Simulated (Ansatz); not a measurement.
Two structures of Si$_{2}$H$_{7}$SF, closed shell, reached by relaxing down either side of one saddle point (PBE0-D4/def2-TZVP). Energies are electronic, without zero-point energy. Ansatz 0.2.0; basis: def2-TZVPP and def2-QZVPP; cores frozen in the correlated methods. Extrapolation: Hartree–Fock as exp(−7.88 √X), correlation as X^−2.97. First:

```xyz
11
angstrom
Si -1.3600 -0.1549 -0.3426
F -0.8252 -1.6549 -0.5963
H -1.1940 0.6111 -1.6024
H -2.8112 -0.2657 -0.0349
Si -0.2256 0.8220 1.4586
H 1.4031 -1.4929 -1.7164
S 2.1400 -0.3887 -1.9139
H -0.5118 0.0655 2.7072
H 1.2423 0.8611 1.2394
H -0.7338 2.2124 1.6171
H 2.8760 -0.6151 -0.8156
```

Second:

```xyz
11
angstrom
Si -0.6697 0.5583 -0.9532
F 0.7656 -2.4414 0.6640
H -0.5790 1.8915 -1.6055
H -1.9900 -0.0421 -1.2692
Si -0.2758 0.7102 1.3523
H 0.7772 -2.0755 -0.2013
S 0.7210 -0.7800 -1.9430
H -0.8478 -0.4527 2.0690
H 1.1899 0.7995 1.5803
H -0.9158 1.9645 1.8360
H 1.8243 -0.1323 -1.5294
```

(1) Which bonds change from the first to the second?

(2) Give the saddle point's structure and its height above each. (An estimate is asked for; the value comes from the calculation.)

The T1 diagnostic stays at or below 0.014.

Answers

(1) Si₂H₅F ([F][SiH2][SiH3]) + H₂S → Si₂H₆S ([SiH3][SiH2][SH]) + HF; bonds formed: Si1–S7, F2–H6; bonds broken: Si1–F2, H6–S7.

(2) The calculation gives: 44.13 kcal/mol above the first and 32.36 kcal/mol above the second (CCSD(T) at an estimated basis limit (MP2 extrapolated from triple and quadruple zeta, plus CCSD(T) − MP2 in triple zeta)).
Si1  (-0.661, -0.007, -0.659)
F2  (-0.128, -1.749, -0.005)
H3  (-0.674, 1.284, -1.439)
H4  (-1.944, -0.615, -1.083)
Si5  (-0.252, 0.768, 1.509)
H6  (0.789, -1.695, -0.942)
S7  (1.170, -0.751, -2.028)
H8  (-0.769, -0.144, 2.561)
H9  (1.229, 0.877, 1.665)
H10  (-0.829, 2.127, 1.695)
H11  (2.069, -0.096, -1.274)
(Å)

Labels in which every atom is bracketed show which atoms are joined, not bond orders.

For scale, one of the runs: CCSD(T)/def2-TZVPP, 255 basis functions, launched by `ansatz run in.yaml --threads 4 --pin off --events-out ev --progress --plain --max-ram 9574MiB`. Hardware: 4 CPU threads of an Arm Neoverse V1, shared host. Wall time 2.2 min; peak host memory 5.2 GiB.
